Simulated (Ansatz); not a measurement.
The lowest singlet and triplet of CClF (SMILES F[C]Cl); geometries from B3LYP-D3(BJ)/def2-TZVP, each state relaxed from the structure named, with no frequency check.
Singlet (charge 0, multiplicity 1):
```xyz
3

F     -1.4791    -0.2281     0.0000
C     -0.5683     0.6961     0.0000
Cl     0.9836    -0.1249     0.0000
```
Triplet (charge 0, multiplicity 3):
```xyz
3

F     -1.6112    -0.2063     0.0000
C     -0.5268     0.5398     0.0000
Cl     1.0389    -0.0813     0.0000
```

A positive gap puts the triplet lower; no zero-point energy. R- takes a restricted singlet. U- takes an unrestricted singlet (broken symmetry where lower, unprojected). The triplet is unrestricted in single-reference levels.

Frozen-core correlation.

The values were computed with Ansatz (an electronic-structure program). 

### Question
What gap E(singlet) − E(triplet), adiabatic does U-CCSD/cc-pV(D+d)Z (spin-contaminated) give?

### Answer
-31.4 kcal/mol

### Question
What gap E(singlet) − E(triplet), adiabatic does R-r2SCAN/def2-TZVPP give?

### Answer
-26.2 kcal/mol

### Question
What gap E(singlet) − E(triplet), adiabatic does R-CCSDT/cc-pV(D+d)Z give?

### Answer
-34.3 kcal/mol

Doubts at one or more of the structures used: T1 above 0.05 (U-CCSD/cc-pV(D+d)Z (spin-contaminated)); a restricted determinant that unrestricted orbitals would lower (R-CCSDT/cc-pV(D+d)Z).
